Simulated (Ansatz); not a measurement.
`[F][Mg][SH]` + `O[SiH3]` → `[SiH3][O][Mg][SH]` + H–F  (ligand exchange at a Mg–F bond)

Program: Ansatz. Geometries: PBE0-D4/def2-TZVP. ΔE: electronic, gas phase. CCSD(T)/CBS is the MP2 limit (def2-TZVPP, def2-QZVPP) plus CCSD(T) − MP2 in def2-TZVPP, frozen cores. This one scheme is used for every species. DFT in def2-TZVPP. For Mg outer-core shells are correlated without core-valence functions, which leaves a few kJ/mol of doubt a bond. Each species was taken in one conformer, which may not be the lowest.

`[F][Mg][SH]`:

```xyz
4

F     0.754    1.969   -1.327
Mg    0.325    0.685   -0.219
S    -0.219   -0.971    1.246
H    -0.859   -1.683    0.300
```

`O[SiH3]`:

Cartesian coordinates in Å:
```
O -0.250 1.083 -0.637
Si -0.094 -0.316 0.218
H 0.539 1.461 -1.025
H 0.439 -1.420 -0.628
H -1.454 -0.657 0.692
H 0.821 -0.151 1.381
```

`[SiH3][O][Mg][SH]`:

```xyz
8

Si   -0.650   -1.382    1.061
O     0.016   -0.166    0.238
Mg    0.749    1.182   -0.678
S     1.709    2.903   -1.822
H    -2.057   -1.068    1.448
H    -0.675   -2.635    0.251
H     0.109   -1.669    2.313
H     0.798    2.835   -2.810
```

H–F:

Cartesian coordinates in Å:
```
F -0.300 -0.039 -0.347
H 0.300 0.039 0.347
```

```csv
species,PBE energy (Eh)
`[F][Mg][SH]`,-698.49220
`O[SiH3]`,-366.95617
`[SiH3][O][Mg][SH]`,-965.04253
H–F,-100.39340
```

(1) Work out ΔE.

Largest T1 diagnostic among the species: 0.011.

Answers

(1) ΔE = (-965.04253) + (-100.39340) − (-698.49220) − (-366.95617) = 0.01244 Eh = +32.7 kJ/mol. CCSD(T)/CBS gives +15.8 kJ/mol.

From BLYP to BHLYP (50 % exact exchange), in def2-TZVPP and without D4, ΔE moves by −8.8 kJ/mol. In def2-TZVPP, CCSD(T) changes the Hartree–Fock value by −5.5 kJ/mol (the triples alone add −0.5 kJ/mol) and MP2 by −5.7 kJ/mol. The D4 term adds −4.2 kJ/mol with B3LYP and −2.4 kJ/mol with PBE0; it sums over pairs of atoms, weighted by their polarisabilities, and B3LYP, whose exchange is more repulsive, gets the larger term.

B3LYP here is the variant with VWN-RPA as its local correlation; programs differ in this.
